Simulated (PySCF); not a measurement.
AlCl₄ (SMILES [Cl][Al-]([Cl])([Cl])[Cl]), charge -1, singlet, geometry from GFN2-xTB (such geometries of metal compounds can be far from the true shape); WB97X/STO-3G (PySCF).

PySCF was given this input:
```python
from pyscf import gto, scf, dft

mol = gto.Mole()
mol.atom = '''
    Cl   -1.658394   -0.370894   -1.257305
    Al    0.000000    0.000000    0.000000
    Cl    0.008122    2.034526    0.573836
    Cl    1.785907   -0.446130   -1.039304
    Cl   -0.135634   -1.217501    1.722772
'''
mol.basis = 'sto-3g'
mol.charge = -1
mol.spin = 0
mol.verbose = 4
mol.build()

mf = dft.RKS(mol)
mf.xc = 'wb97x'
mf.grids.level = 0
mf.kernel()
mf.analyze()
```

The log (banner, timings and long lists left out):

```
PySCF version 2.14.0

[INPUT] verbose = 4
[INPUT] num. atoms = 5
[INPUT] num. electrons = 82
[INPUT] charge = -1
[INPUT] spin (= nelec alpha-beta = 2S) = 0
[INPUT] symmetry False subgroup None
[INPUT] Mole.unit = angstrom
[INPUT] Symbol           X                Y                Z      unit          X                Y                Z       unit  Magmom
[INPUT]  1 Cl    -1.658394000000  -0.370894000000  -1.257305000000 AA   -3.133910466622  -0.700888081244  -2.375962105046 Bohr   0.0
[INPUT]  2 Al     0.000000000000   0.000000000000   0.000000000000 AA    0.000000000000   0.000000000000   0.000000000000 Bohr   0.0
[INPUT]  3 Cl     0.008122000000   2.034526000000   0.573836000000 AA    0.015348355584   3.844696933307   1.084392880416 Bohr   0.0
[INPUT]  4 Cl     1.785907000000  -0.446130000000  -1.039304000000 AA    3.374875113944  -0.843063515952  -1.963999920165 Bohr   0.0
[INPUT]  5 Cl    -0.135634000000  -1.217501000000   1.722772000000 AA   -0.256311113179  -2.300743446384   3.255567255069 Bohr   0.0

nuclear repulsion = 487.105709897084
number of shells = 25
number of NR pGTOs = 135
number of NR cGTOs = 45
basis = sto-3g
ecp = {}

******** <class 'pyscf.dft.rks.RKS'> ********
method = RKS
initial guess = minao
damping factor = 0
level_shift factor = 0
DIIS = <class 'pyscf.scf.diis.CDIIS'>
diis_start_cycle = 1
diis_space = 8
diis_damp = 0
SCF conv_tol = 1e-09
SCF conv_tol_grad = None
SCF max_cycles = 50
direct_scf = True
direct_scf_tol = 1e-13
XC library pyscf.dft.libxc version 7.1.2
    S. Lehtola, C. Steigemann, M. J. T. Oliveira, and M. A. L. Marques,  SoftwareX 7, 1–5 (2018)
XC functionals = wb97x
    J.-D. Chai and M. Head-Gordon,  J. Chem. Phys. 128, 084106 (2008)
radial grids:
    Treutler-Ahlrichs [JCP 102, 346 (1995); DOI:10.1063/1.469408] (M4) radial grids

becke partition: Becke, JCP 88, 2547 (1988); DOI:10.1063/1.454033
pruning grids: <function nwchem_prune>
grids dens level: 0
symmetrized grids: False
atomic radii adjust function: <function treutler_atomic_radii_adjust>
small_rho_cutoff = 0
Set gradient conv threshold to 3.16228e-05
Initial guess from minao.
tot grids = 8120
init E= -2059.54534257559
  HOMO = -0.534737988242903  LUMO = 0.0144791562701134  gap/eV = 14.94496
cycle= 1 E= -2060.65564184591  delta_E= -1.11  |g|= 0.379  |ddm|= 2.56
  HOMO = -0.151853991752272  LUMO = 0.372046042417043  gap/eV = 14.25605
cycle= 2 E= -2060.71522501312  delta_E= -0.0596  |g|= 0.129  |ddm|= 0.981
  HOMO = -0.154675613392189  LUMO = 0.42345480924104  gap/eV = 15.73173
cycle= 3 E= -2060.71971371769  delta_E= -0.00449  |g|= 0.00757  |ddm|= 0.191
  HOMO = -0.154967173225967  LUMO = 0.427042098898859  gap/eV = 15.83728
cycle= 4 E= -2060.71975774681  delta_E= -4.4e-05  |g|= 0.00144  |ddm|= 0.0225
  HOMO = -0.154970373524304  LUMO = 0.426955482527963  gap/eV = 15.83501
cycle= 5 E= -2060.71975942602  delta_E= -1.68e-06  |g|= 4.98e-05  |ddm|= 0.00534
  HOMO = -0.154974164094567  LUMO = 0.426956312521496  gap/eV = 15.83513
cycle= 6 E= -2060.71975942801  delta_E= -1.98e-09  |g|= 6.94e-06  |ddm|= 0.000174
  HOMO = -0.154974349850501  LUMO = 0.426956757913501  gap/eV = 15.83515
cycle= 7 E= -2060.71975942804  delta_E= -3.32e-11  |g|= 7.88e-07  |ddm|= 2.43e-05
  HOMO = -0.154974343244776  LUMO = 0.426956726909515  gap/eV = 15.83515
Extra cycle  E= -2060.71975942804  delta_E= -3.64e-12  |g|= 2.17e-07  |ddm|= 2.6e-06
converged SCF energy = -2060.71975942804
**** SCF Summaries ****
Total Energy =                       -2060.719759428043290
Nuclear Repulsion Energy =             487.105709897084012
One-electron Energy =                -3845.071067909579142
Two-electron Energy =                 1297.245598584451955
Two-electron Coulomb Energy =         1429.490985283546479
DFT Exchange-Correlation Energy =     -132.245386699094496
HOMO-LUMO gap [eV] =                    15.835150987000116
**** MO energy ****
MO #1   energy= -100.146300816974  occ= 2
MO #2   energy= -100.146243502404  occ= 2
MO #3   energy= -100.146185964789  occ= 2
MO #4   energy= -100.146074097018  occ= 2
MO #5   energy= -55.4273367823715  occ= 2
MO #6   energy= -9.0733292322247   occ= 2
MO #7   energy= -9.07295273782136  occ= 2
MO #8   energy= -9.07290897068479  occ= 2
MO #9   energy= -9.0728298433649   occ= 2
MO #10  energy= -6.85152356747446  occ= 2
MO #11  energy= -6.85112015015332  occ= 2
MO #12  energy= -6.85107974949105  occ= 2
MO #13  energy= -6.85101392303418  occ= 2
MO #14  energy= -6.84075203987416  occ= 2
MO #15  energy= -6.84074852324213  occ= 2
MO #16  energy= -6.84070016216091  occ= 2
MO #17  energy= -6.84068787124374  occ= 2
MO #18  energy= -6.84062790858548  occ= 2
MO #19  energy= -6.84059643930742  occ= 2
MO #20  energy= -6.84043724747751  occ= 2
MO #21  energy= -6.84040490313675  occ= 2
MO #22  energy= -4.02152947646301  occ= 2
MO #23  energy= -2.50989343075615  occ= 2
MO #24  energy= -2.50984334592775  occ= 2
MO #25  energy= -2.50976001567183  occ= 2
MO #26  energy= -0.701689526419514 occ= 2
MO #27  energy= -0.661699441268902 occ= 2
MO #28  energy= -0.661653884004523 occ= 2
MO #29  energy= -0.661613356013208 occ= 2
MO #30  energy= -0.320177438460267 occ= 2
MO #31  energy= -0.23446907688501  occ= 2
MO #32  energy= -0.234368228845026 occ= 2
MO #33  energy= -0.234312293273337 occ= 2
MO #34  energy= -0.173638883203814 occ= 2
MO #35  energy= -0.173627951257833 occ= 2
MO #36  energy= -0.163431849126477 occ= 2
MO #37  energy= -0.16340646451352  occ= 2
MO #38  energy= -0.163389611640756 occ= 2
MO #39  energy= -0.154996842911388 occ= 2
MO #40  energy= -0.154994326540203 occ= 2
MO #41  energy= -0.154974343244776 occ= 2
MO #42  energy= 0.426956726909515  occ= 0
MO #43  energy= 0.579080405931383  occ= 0
MO #44  energy= 0.579518819554068  occ= 0
MO #45  energy= 0.57969097458737   occ= 0
 ** Mulliken pop on meta-lowdin orthogonal AOs  **
 ** Mulliken pop  **
 ** Mulliken atomic charges  **
charge of    0Cl =     -0.43847
charge of    1Al =      0.75372
charge of    2Cl =     -0.43826
charge of    3Cl =     -0.43835
charge of    4Cl =     -0.43864

WARN: System has nonzero charge -1; the dipole moment is origin-dependent.
Location of origin: [0. 0. 0.]

Dipole moment(X, Y, Z, Debye):  0.00042,  0.00207, -0.00124
```
